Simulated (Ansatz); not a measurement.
Consider the redistribution: `BOCC` + `F[Si](F)(Cl)O[SiH3]` → `CCOBCl` + `F[SiH](F)O[SiH3]`.

Isolated molecules relaxed with PBE0-D4/def2-TZVP in Ansatz; ΔE leaves out vibrations. CBS: MP2 limit from def2 TZ/QZ plus the TZ coupled-cluster correction, frozen cores. Functionals use def2-TZVPP. Each species was taken in one conformer, which may not be the lowest.

```tsv
level	ΔE (kJ/mol)
PBE0	-3.4
CCSD/def2-TZVPP	-1.4
SCS-MP2/def2-QZVPP	-0.7
CCSD/CBS(def2)	1.3
```

Question: What does CCSD(T)/CBS give? (Estimate.)

Answer: Ansatz gave: +0.3 kJ/mol. The listed levels differ from it by -3.7, -1.7, -1.0, 1.0 kJ/mol.

Largest T1 diagnostic among the species: 0.013.

From PBE to PBE0 (25 % exact exchange), in def2-TZVPP and without D4, ΔE moves by +3.4 kJ/mol. In def2-TZVPP, CCSD(T) changes the Hartree–Fock value by −4.2 kJ/mol (the triples alone add −1.0 kJ/mol) and MP2 by −4.4 kJ/mol. Leaving LDA and LC-ωPBE aside and taking each functional with its dispersion term where it has one, the values, not all of them listed here, spread over 7.6 kJ/mol, from PBE-D4 to BHLYP-D4.
